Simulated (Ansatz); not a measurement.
Harmonic frequencies (cm⁻¹) at PBE0-D4/def2-TZVP from Ansatz: 47, 86, 172, 290, 305, 436, 603, 652, 848, 1004, 1056, 1182, 1210, 1272, 1393, 1443, 1461, 1466, 1848, 3072, 3141, 3191, 3204, 3361.

Task: Which molecule is it?
A. `CO[SiH]N`•
B. `[CH2]OC(C)=O`•
C. `[SiH3][SiH][SiH3]`•
D. `C[SiH]O`•

Result: B.
